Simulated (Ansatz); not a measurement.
Cost and result up the ladder for Cd₇H₂₀S₇ (34 atoms). The state is a singlet with charge 0. Geometry: r2SCAN-D4/def2-SVP.

```
atom    x (Å)    y (Å)    z (Å)
 Cd1  -2.2637   2.2369   1.8444
 Cd2   1.8697   0.1633   0.5836
 Cd3  -1.2005   3.1654  -1.3009
 Cd4  -0.2315  -1.3419   3.6135
 Cd5  -2.4198  -2.3376   1.5725
 Cd6  -0.3194  -2.0595  -1.8277
 Cd7  -2.9878   0.7346  -2.2875
  S8   3.6277  -1.2320   2.6248
  S9   0.1759   1.0201   2.3526
 S10  -2.9396   0.0140   0.4414
 S11   2.6739   2.0048  -3.4867
 S12   2.4815  -1.9230  -2.6452
 S13  -0.2008   0.4910  -1.4534
 S14   0.3398  -2.1314   0.8047
 H15  -1.6359   3.2849   0.4609
 H16  -3.1383   2.5471   3.2602
 H17   3.2046   0.6356  -0.3544
 H18  -0.0530   3.9405  -2.2988
 H19   1.0759  -1.7575   4.6121
 H20  -1.9749  -1.5716   3.2623
 H21  -3.1598  -3.7852   1.1327
 H22  -1.0384  -3.3252  -2.6603
 H23  -2.9009   2.4971  -1.9492
 H24  -3.4598  -0.5540  -3.2545
 H25   4.0677  -0.1266   3.2658
 H26   2.6667  -1.4782   3.5619
 H27   0.8757   1.7925   3.2132
 H28  -4.2585  -0.0236   0.7410
 H29   3.1045   1.8740  -2.2062
 H30   1.6591   2.8309  -3.1180
 H31   2.4699  -0.6413  -3.1037
 H32   2.2761  -2.4436  -3.8767
 H33   0.6386   0.8166  -2.4735
 H34   0.9754  -3.3169   0.9491
```

Ansatz on 2 threads of AMD EPYC 7R13 on a shared host and a share (18 GiB) of an NVIDIA H100 80GB HBM3. Times are rough, and most runs start from the orbitals of an earlier one. r2SCAN0-D4/def2-TZVP serves as the yardstick here, not as an exact answer. Differences are given only for rows in sets of like size (and for xTB, whose basis is part of the method), since another set adds its own error. Binding counts from free atoms at the same level (Cd singlet, S triplet, H doublet; other spins of the atoms weren't run), without zero-point energy or a counterpoise term.

In the def2 sets Cd takes a core potential; there is no spin–orbit coupling. Correlated methods freeze 35 core orbitals; core or outer-core shells of Cd are correlated, in sets that lack core-valence functions. The rows differ in basis, and correlated rows in double-zeta sets carry the largest basis error. Single mean-field runs in def2-SVP, def2-TZVP are fitted with def2-universal-jkfit. In the singlet geometry the species has come apart into loosely held pieces.

Correlated methods converge slowly with the basis, most of all in double-zeta sets.

```tsv
level	functions	binding energy per atom (eV)	difference from r2SCAN0-D4/def2-TZVP (eV)
PBE-D4/def2-TZVP	659	2.13	-0.03
PBE0-D4/def2-TZVP (with forces)	659	2.13	-0.03
r2SCAN0-D4/def2-TZVP	659	2.15	0.00
PBE0-D4/def2-SVP	443	2.15	–
PBE-D4/def2-SVP	443	2.15	–
BLYP-D4/def2-TZVP	659	2.08	-0.07
MP2/def2-SVP	443	1.98	–
BHLYP-D4/def2-TZVP	659	2.10	-0.05
r2SCAN-D4/def2-TZVP (with forces)	659	2.17	0.02
```

(1) Estimate how long each takes.

## Answers

(1) PBE-D4/def2-SVP 5.5 s; MP2/def2-SVP 7 s; PBE-D4/def2-TZVP 8 s; BHLYP-D4/def2-TZVP 9 s; PBE0-D4/def2-SVP 9.5 s; r2SCAN-D4/def2-TZVP (with forces) 10 s; r2SCAN0-D4/def2-TZVP 12 s; PBE0-D4/def2-TZVP (with forces) 12 s; BLYP-D4/def2-TZVP 13 s. On shared hardware such times vary by a factor of up to 3.
